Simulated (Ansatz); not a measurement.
Pulling the pair apart

The pair of H2 (SMILES [H][H], atoms 1–2) and SiH4 (SMILES [SiH4], atoms 3–7), both closed shells, in one local arrangement (a lower one may exist), relaxed at PBE0-D4/def2-TZVP:

```csv
atom,x (Å),y (Å),z (Å)
H1,0.4083,0.2135,-2.4750
H2,0.0462,-0.4391,-2.4796
Si3,-0.0907,0.0451,0.9904
H4,-1.1904,-0.7719,0.4183
H5,1.2143,-0.5837,0.6660
H6,-0.2489,0.1235,2.4648
H7,-0.1387,1.4127,0.4150
```

SiH4 is shifted rigidly along the line between the mean atom positions of the two fragments (negative: closer). Counterpoise interaction energies in kJ/mol. Ansatz 0.2.0; basis: def2-TZVPPD; cores frozen in the correlated methods. B3LYP uses VWN-RPA correlation.

```csv
shift (Å),B3LYP-D4,r2SCAN-D4,wB97M-V
-0.35,-0.4,0.1,-1.0
-0.18,-1.1,-0.5,-1.4
0.00,-1.3,-0.8,-1.4
0.18,-1.2,-0.8,-1.3
0.42,-1.0,-0.7,-1.1
0.88,-0.5,-0.5,-0.7
1.75,-0.2,-0.2,-0.3
3.51,-0.1,0.0,0.0
```

(1) What does CCSD(T) give at these shifts? (Judge from chemistry; the value comes from the calculation.)

The T1 diagnostic stays at or below 0.011.

Answers

(1) Computed: -0.2, -0.9, -1.1, -1.1, -1.0, -0.6, -0.2, 0.0 kJ/mol. For zero shift, CCSD(T) at an estimated basis limit (MP2 extrapolated from triple and quadruple zeta, plus CCSD(T) − MP2 in triple zeta) gives -1.5 kJ/mol. These are counterpoise interaction energies, counted from the two frozen fragments.

For scale, one of the runs: CCSD(T)/def2-TZVPPD, 150 basis functions (an equivalent command: `ansatz run in.yaml --threads 2`). The run took 5 s on 2 CPU threads (shared host), with 0.99 GiB of host memory at its peak.
